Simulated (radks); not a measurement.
Q: C I, 6 electrons, occupied as [He] 2s2 2p2. Method: scalar-relativistic Kohn-Sham, Wu-Cohen GGA, spin-polarised, spherical densities, finite nucleus; open shells are filled with parallel spins first; Fermi nuclear charge, rms radius 2.4702 fm; computed with a radial shooting solver on a logarithmic mesh with Libxc functionals. Some entries of the table are withheld. Estimate them.

orbital,occ.,eigenvalue (hartree),r(max) (bohr)
1s up,1,(1),(2)
1s down,1,(3),(4)
2s up,1,-0.53518,1.209
2s down,1,-0.43119,1.228
2p up,2,(5),1.187
2p down,0,(6),1.244

A: 
(1) 1s up eigenvalue (hartree): -10.01680
(2) 1s up r(max) (bohr): 0.1743
(3) 1s down eigenvalue (hartree): -9.98372
(4) 1s down r(max) (bohr): 0.1741
(5) 2p up eigenvalue (hartree): -0.22379
(6) 2p down eigenvalue (hartree): -0.12678
